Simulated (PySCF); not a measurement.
## A small calculation by hand: chemical shift, span and skew from a shielding tensor

H3OSi, SMILES [OH+]=[SiH2], charge +1. Atoms are numbered in the order given.

```xyz
5

O      0.1064     1.0282     0.0000
Si    -0.0146    -0.5360     0.0000
H     -0.5933     1.6978     0.0000
H     -1.3294    -1.1938     0.0000
H      1.2767    -1.2257     0.0000
```
Charge +1, spin multiplicity 1.

The structure is a stationary point at r2SCAN-D4/def2-TZVP. The isomer is the one that the SMILES or the coordinates give; other isomers of the formula were not compared.

GIAO shieldings from PBE0/pcSseg-2 run with PySCF, non-relativistic, no solvent. The symmetric part of the tensor of Si2 has the principal values 89.6, 255.6, 278.4 ppm. The same nucleus in TMS has σ = 341.9 ppm at this level (PySCF, at its B3LYP-D3(BJ)/def2-TZVP geometry).

### Question
Work out the isotropic shielding, the ²⁹Si shift against TMS, the span and the skew.

### Answer

σ(iso) = (σ11 + σ22 + σ33)/3 = 207.9 ppm. δ = σ(ref) − σ(iso) = 341.9 − (207.9) = 134.0 ppm.
Span Ω = σ33 − σ11 = 188.8 ppm. Skew κ = 3(σ(iso) − σ22)/Ω = -0.76. Tumbling in solution averages the tensor to δ; in a static solid the shielding alone would spread this spin-1/2 line over Ω.
